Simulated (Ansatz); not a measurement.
Basis-set series for `F[P+](F)(F)[Au-][N]([SiH3])[SiH3]`. The species carries charge 0 and has multiplicity 1. Au takes the def2 core potential. All single points use the PBE0-D4/def2-TZVP geometry. It is one conformer, not always the lowest.

```
functional       basis  functions  energy (Eh)  HOMO (eV)  LUMO (eV)
   PBE0-D4    def2-SVP        172  -1412.81710      -6.76      -1.56
   PBE0-D4  def2-TZVPP        390  -1413.63167      -6.90      -1.68
   ωB97M-V    def2-SVP        172  -1413.28111      -8.89       0.13
   ωB97M-V  def2-TZVPP        390  -1414.10669      -9.07      -0.04
```

(1) Give the rows for def2-QZVPP. (Best estimate.)

Results:

(1) The calculation gave: 
```tsv
functional	basis	functions	energy (Eh)	HOMO (eV)	LUMO (eV)
PBE0-D4	def2-QZVPP	706	-1413.68610	-6.94	-1.73
ωB97M-V	def2-QZVPP	706	-1414.15745	-9.11	-0.15
```

Results of the Gaussian-basis code of Ansatz.
